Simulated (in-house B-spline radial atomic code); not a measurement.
How G0W0 and RPA depend on the start: P XII (P11+)

Configuration [He] 2s2. Computed with an all-electron radial atomic-structure program (B-spline basis): all electrons, non-relativistic, point nucleus, each spin shell either full or empty, empty states to l = 9 with an (l + 1/2)⁻⁴ tail; G0W0 by contour deformation at full frequency.

| start | mean-field 2s (eV) | G0W0 (eV) | QP weight | RPA correlation (Eh) |
| --- | --- | --- | --- | --- |
| Hartree-Fock | -554.31 | ? | ? | ? |
| PBE | -535.22 | ? | ? | ? |
| LDA VWN5 | -533.73 | -559.37 | 0.954 | -0.41592 |
| TPSS | -536.19 | -559.25 | 0.956 | -0.39865 |
| PBEsol | -534.37 | -559.31 | 0.955 | -0.41048 |

Question: What G0W0 level, weight and RPA correlation energy follow from the PBE start?

Answer: G0W0 level -559.32 eV, weight 0.954, RPA correlation -0.41117 hartree.

Question: What G0W0 level, weight and RPA correlation energy follow from the Hartree-Fock start?

Answer: G0W0 level -558.11 eV, weight 0.980, RPA correlation -0.27288 hartree.

Question: How much of the dependence on the start does G0W0 remove?

Answer: The mean-field levels span 20.6 eV and the G0W0 levels 1.26 eV. Against 560.62 ± 0.1 eV (NIST, semi-empirical) the G0W0 removal energies are off by -2.51 to -1.25 eV, with relativity, Breit and QED terms left out.
